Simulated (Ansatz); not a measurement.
The cluster K₃H₃⁺. Total charge 1; doublet. Geometry B3LYP-D4/def2-TZVP, basis def2-TZVP, Ansatz.

```xyz
6

K    -1.304    3.257    1.967
K    -0.032   -0.638   -0.064
K     3.695    2.979    0.082
H    -1.149    1.104    1.048
H    -0.240   -3.397   -1.578
H    -0.969   -3.304   -1.455
```

```csv
run,HOMO (eV),LUMO (eV)
A,-5.89,-4.20
B,-6.22,-3.86
C,-5.31,-4.73
D,-5.43,-4.28
E,-6.80,-2.99
F,-5.45,-4.77
```

In the doublet, H5 and H6 lie 0.75 Å apart (atoms count from 1), so H2 has formed as a molecule. The structure comes from a short search, and lower isomers may exist.

HOMO and LUMO are taken over both spins.

**Question.** The runs used BHLYP, BLYP, PBE, PBE0, r2SCAN, ωB97M-V. Estimate which is which.

**Answer.** A PBE0 (25 % exact exchange); B BHLYP (50 % exact exchange); C BLYP (0 % exact exchange); D r2SCAN (0 % exact exchange); E ωB97M-V (range-separated); F PBE (0 % exact exchange). Exact exchange lowers occupied and raises empty levels; among semilocal functionals meta-GGAs tend to open the gap a little, and such runs are hard to tell apart. The gap grows from 0.58 eV (BLYP) to 3.81 eV (ωB97M-V).
